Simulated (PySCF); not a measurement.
Vertical excitations of a molecule ClF₂H₃Si₂ from TDA-CAM-B3LYP/def2-SVPD in PySCF, as energy in eV (oscillator strength): 7.62 (0.025), 7.78 (0.141), 8.17 (0.352), 8.46 (0.020), 8.67 (0.011), 8.67 (0.012), 8.68 (0.011), 8.75 (0.017), 8.88 (0.001), 8.97 (0.000). Lowest triplet (TDA): 6.60 eV. Geometry: PBE-D3(BJ)/def2-SVP. One conformer was computed; it need not be the lowest.

### Question
Identify the compound among the candidates.
(A) F[Si](F)([SiH3])Cl
(B) F[SiH](F)[SiH2]Cl
(C) F[SiH2][Si@H](F)Cl

### Answer
A, F[Si](F)([SiH3])Cl
